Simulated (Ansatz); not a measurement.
Two spin states of Si$_{2}$-, each at its own minimum; 2S+1 = 2, 4 were tried, and our sources give no spin for the ground state.

Each state is the lowest solution found for its spin in def2 and cc sets.

Frozen-core correlation.

The values were computed with Ansatz (a program for electronic structure). 

The comparison value is 151.5 kJ/mol (CCSD(T)/def2-TZVPP). It is a level with limits of its own, not the exact answer.

Order these levels by how close they come to the comparison value for the energy of the multiplicity-4 state above the multiplicity-2 state, closest first: CCSD/def2-TZVPP, wB97X-V/def2-TZVPP, PBE0/def2-TZVPP. Give each level's value less the comparison value.

wB97X-V/def2-TZVPP (-7.9 kJ/mol), PBE0/def2-TZVPP (-22.9 kJ/mol), CCSD/def2-TZVPP (-24.6 kJ/mol)
